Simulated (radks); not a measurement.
The thallium ion Tl3+, 78 electrons, occupied as [Xe] 4f14 5d9 7p1 (not the ground configuration).

Calculated with a radial shooting solver on a logarithmic mesh with Libxc functionals: Dirac Kohn-Sham, PBE, spin-unpolarised, spherical densities, finite nucleus; open shells are shared between the two j in proportion to 2j + 1; Fermi nuclear charge, rms radius 5.4759 fm.

Energy parts (eV):
total: -551851.31
kinetic: 638897.97
electron-nucleus: -1390899.79
Hartree: 210505.98
exchange-correlation: -10355.46

Orbitals (lengths in bohr, moments of r in powers of bohr; <r^-3> diverges for s and p1/2; r(90%) holds 90 % of the orbital's charge):
1s1/2: occ. 2; eigenvalue (eV) -85473.26; <r^2> 0.0003691; r(90%) 0.0299
2s1/2: occ. 2; eigenvalue (eV) -15239.75; <r^2> 0.005550; r(90%) 0.107
2p1/2: occ. 2; eigenvalue (eV) -14635.79; <r^2> 0.003911; r(90%) 0.0934
2p3/2: occ. 4; eigenvalue (eV) -12570.36; <r^2> 0.005095; <r^-3> 22400; r(90%) 0.105
3s1/2: occ. 2; eigenvalue (eV) -3667.849; <r^2> 0.03599; r(90%) 0.261
3p1/2: occ. 2; eigenvalue (eV) -3394.224; <r^2> 0.03273; r(90%) 0.252
3p3/2: occ. 4; eigenvalue (eV) -2935.049; <r^2> 0.03909; <r^-3> 5262; r(90%) 0.275
3d3/2: occ. 4; eigenvalue (eV) -2481.573; <r^2> 0.02987; <r^-3> 921.9; r(90%) 0.248
3d5/2: occ. 6; eigenvalue (eV) -2383.500; <r^2> 0.03159; <r^-3> 756.6; r(90%) 0.254
4s1/2: occ. 2; eigenvalue (eV) -849.7409; <r^2> 0.1732; r(90%) 0.562
4p1/2: occ. 2; eigenvalue (eV) -731.6053; <r^2> 0.1760; r(90%) 0.571
4p3/2: occ. 4; eigenvalue (eV) -619.9628; <r^2> 0.2077; <r^-3> 1284; r(90%) 0.620
4d3/2: occ. 4; eigenvalue (eV) -426.6941; <r^2> 0.2170; <r^-3> 203.4; r(90%) 0.646
4d5/2: occ. 6; eigenvalue (eV) -405.8591; <r^2> 0.2280; <r^-3> 163.1; r(90%) 0.662
5s1/2: occ. 2; eigenvalue (eV) -170.2624; <r^2> 0.8597; r(90%) 1.25
4f5/2: occ. 6; eigenvalue (eV) -156.3868; <r^2> 0.2589; <r^-3> 35.26; r(90%) 0.740
4f7/2: occ. 8; eigenvalue (eV) -151.7836; <r^2> 0.2662; <r^-3> 33.44; r(90%) 0.750
5p1/2: occ. 2; eigenvalue (eV) -130.4488; <r^2> 0.9897; r(90%) 1.35
5p3/2: occ. 4; eigenvalue (eV) -109.9861; <r^2> 1.189; <r^-3> 232.1; r(90%) 1.48
5d3/2: occ. 3.6; eigenvalue (eV) -54.7604; <r^2> 1.878; <r^-3> 24.56; r(90%) 1.91
5d5/2: occ. 5.4; eigenvalue (eV) -52.3041; <r^2> 1.995; <r^-3> 19.29; r(90%) 1.97
7p1/2: occ. 0.333333; eigenvalue (eV) -14.7433; <r^2> 26.56; r(90%) 6.78
7p3/2: occ. 0.666667; eigenvalue (eV) -13.9100; <r^2> 29.16; <r^-3> 10.19; r(90%) 7.10

The highest occupied level is 7p3/2 at -13.910 eV. The density falls to 0.001 e/bohr^3 at r = 4.97 bohr. The electron density at the nucleus is 2.523e+06 e/bohr^3. Summed over all electrons, <r^2> = 62.37 bohr^2, which gives a Langevin (diamagnetic) susceptibility term of -49.4 x 10^-6 cm^3/mol.
